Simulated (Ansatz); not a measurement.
Start from `C[SiH2][NH][ZnH]` and change one atom or group to get `O[SiH2][NH][ZnH]`.

Ansatz, PBE0-D4/def2-TZVP geometries, multiplicity 1. Each molecule was computed in one conformer, which needn't be the lowest.

Scalar relativity is left out up to krypton.

```tsv
property	`C[SiH2][NH][ZnH]`
size of the dipole moment (B3LYP/def2-TZVPP) / D	0.92
HOMO energy (B3LYP/def2-TZVPP) / eV	-6.75
HOMO–LUMO gap (PBE/def2-TZVPP) / eV	4.50
HOMO energy (PBE0/def2-TZVPP) / eV	-6.95
HOMO energy (PBE/def2-TZVPP) / eV	-5.69
HOMO–LUMO gap (B3LYP/def2-TZVPP) / eV	6.04
```

Problem. Give the same properties after the change, and the shifts. (An estimate is asked.)

Solution. The calculation gave: 
```tsv
property	`O[SiH2][NH][ZnH]`	shift
size of the dipole moment (B3LYP/def2-TZVPP) / D	0.73	-0.19
HOMO energy (B3LYP/def2-TZVPP) / eV	-6.83	-0.08
HOMO–LUMO gap (PBE/def2-TZVPP) / eV	4.78	0.28
HOMO energy (PBE0/def2-TZVPP) / eV	-7.06	-0.11
HOMO energy (PBE/def2-TZVPP) / eV	-5.77	-0.08
HOMO–LUMO gap (B3LYP/def2-TZVPP) / eV	6.36	0.32
```

With PBE0 the HOMO falls by 0.11 eV and the LUMO rises by 0.24 eV, so the gap widens by about 0.35 eV. PBE moves the HOMO by -0.08 eV and ωB97M-V by -0.10 eV. Dipoles are sizes alone; their direction can turn.

B3LYP here is the variant with VWN-RPA as its local correlation; programs differ in this.
